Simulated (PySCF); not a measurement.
InF⁺: input and log

State: ²Σ⁺ (doublet), unpaired electrons σ ↑.

An equivalent input (the run itself took its basis sets from the Basis Set Exchange, started from a PBE0 density and held the occupation σ 7α 6β, πx 3α 3β, πy 3α 3β, δx 1α 1β, δy 1α 1β):

```python
from pyscf import gto, dft
mol = gto.M(atom='In 0 0 0; F 0 0 1.965', basis={'In': 'def2-SVP', 'F': 'def2-SVP'}, ecp={'In': 'def2-SVP'},
            charge=1, spin=1, verbose=4, symmetry='C2v')
mf = dft.UKS(mol, xc='PBE0')
mf.grids.atom_grid = (80, 434)
mf.grids.prune = dft.gen_grid.treutler_prune
mf.irrep_nelec = {'A1': (8, 7), 'A2': (1, 1), 'B1': (3, 3), 'B2': (3, 3)}
mf.conv_tol = 1e-9
mf.max_cycle = 60
mf.diis_space = 10
mf.kernel()
```

The log (some set-up lines and the per-cycle HOMO/LUMO lines removed):

```
******** <class 'pyscf.dft.uks_symm.SymAdaptedUKS'> ********
method = SymAdaptedUKS
damping factor = 0
level_shift factor = 0
DIIS = <class 'pyscf.scf.diis.CDIIS'>
diis_start_cycle = 1
diis_space = 10
diis_damp = 0
SCF conv_tol = 1e-09
SCF conv_tol_grad = None
SCF max_cycles = 60
number electrons alpha = 15  beta = 14
Set gradient conv threshold to 3.16228e-05
init E= -289.484877711112
cycle= 1 E= -289.490352916458  delta_E= -0.00548  |g|= 0.00277  |ddm|= 0.0143
cycle= 2 E= -289.490358920365  delta_E= -6e-06  |g|= 0.00191  |ddm|= 0.00701
cycle= 3 E= -289.490359747549  delta_E= -8.27e-07  |g|= 0.00168  |ddm|= 0.00273
cycle= 4 E= -289.490361160477  delta_E= -1.41e-06  |g|= 0.000717  |ddm|= 0.00265
cycle= 5 E= -289.49036165417  delta_E= -4.94e-07  |g|= 8.51e-05  |ddm|= 0.00214
cycle= 6 E= -289.490361660994  delta_E= -6.82e-09  |g|= 2.09e-05  |ddm|= 0.000277
cycle= 7 E= -289.490361661314  delta_E= -3.2e-10  |g|= 5.26e-06  |ddm|= 3.16e-05
Extra cycle  E= -289.490361661304  delta_E= 1.03e-11  |g|= 8.39e-06  |ddm|= 1.27e-05
converged SCF energy = -289.490361661304  <S^2> = 0.75825046  2S+1 = 2.0082335
```

Repeating this along the bond gives Re = 1.951 Å and ωe = 542 cm⁻¹.

A point of this curve took 0.39 CPU seconds beside 0.074 for the integrals (shared host).

Spin–orbit coupling is left out. The state is the lowest determinant that a PBE0 search found; another state may lie lower at other levels.
